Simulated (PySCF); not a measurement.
Compound: C7H9NO.
SMILES: `CC#C[C@H]1CNC(=O)C1`

The closed-shell SCF was solved with PySCF and density fitting under several settings on one GFN2-xTB geometry (grid level 2 and gas phase unless stated).

```
                                     settings  basis functions  SCF cycles     E (Eh)  HOMO (eV)  LUMO (eV)  dipole (D)
                                PBE0/pcSseg-1              198          15  -401.5845      -7.03       0.91        4.37
                               PBE0/def2-SVPD              255          15  -401.3644      -7.12       0.41        4.48
wB97X-D/6-31G*, grid level 4, start guess sap              144          14  -401.9484      -8.58       3.14        4.18
```

Q: Estimate the rows for these settings: (1) wB97X-D/pcSseg-1; (2) B97-D/6-311G**, IEF-PCM dichloromethane, fitting basis def2-qzvpp-jkfit.

A: 
```tsv
settings	basis functions	SCF cycles	E (Eh)	HOMO (eV)	LUMO (eV)	dipole (D)
wB97X-D/pcSseg-1	198	14	-401.9150	-8.93	2.74	4.45
B97-D/6-311G**, IEF-PCM dichloromethane, fitting basis def2-qzvpp-jkfit	216	12	-401.9090	-5.57	-0.04	4.97
```

Q: Over all rows, what range does the HOMO–LUMO gap span?

A: From 5.53 eV (B97-D/6-311G**, IEF-PCM dichloromethane, fitting basis def2-qzvpp-jkfit) to 11.72 eV (wB97X-D/6-31G*, grid level 4, start guess sap). The functional of the narrowest has no exact exchange, that of the widest range-separated exact exchange.

Q: And the dipole moment?

A: From 4.18 D (wB97X-D/6-31G*, grid level 4, start guess sap) to 4.97 D (B97-D/6-311G**, IEF-PCM dichloromethane, fitting basis def2-qzvpp-jkfit); the largest is 1.19 times the smallest, and the median is 4.45 D.

Q: Compare two rows with the functional PBE0: PBE0/pcSseg-1 and PBE0/def2-SVPD. Which energy is lower, and by how much?

A: PBE0/pcSseg-1 (198 functions) lies 0.2201 Eh or 138 kcal/mol below PBE0/def2-SVPD (255 functions). The smaller set gives the lower energy; the two sets aren't nested, so the variational bound doesn't order them by size.

Whole jobs, the steps after the SCF included, on one thread, Arm Neoverse N1 (aarch64), shared host:

| settings | work after the SCF | wall time | peak memory |
| --- | --- | --- | --- |
| PBE0/pcSseg-1 | shieldings, ring-centre shieldings, charges and field gradients | 53 s | 0.86 GiB |
| PBE0/def2-SVPD | 6 singlets by full TDDFT, 2 Tamm–Dancoff triplets, polarisability | 92 s | 1.0 GiB |
| wB97X-D/6-31G*, grid level 4, start guess sap | 25 singlets by full TDDFT, 2 Tamm–Dancoff triplets, polarisability | 2.1 min | 0.86 GiB |
| wB97X-D/pcSseg-1 | shieldings, ring-centre shieldings | 62 s | 0.91 GiB |
| B97-D/6-311G**, IEF-PCM dichloromethane, fitting basis def2-qzvpp-jkfit | shieldings, ring-centre shieldings | 53 s | 0.87 GiB |

B97-D and wB97X-D ran without the empirical dispersion term, which would shift the total energy alone. Cycle counts include a coarse-grid stage where the run had one. All basis functions are spherical, in the Pople sets too. The species at its GFN2-xTB geometry (one conformer only).
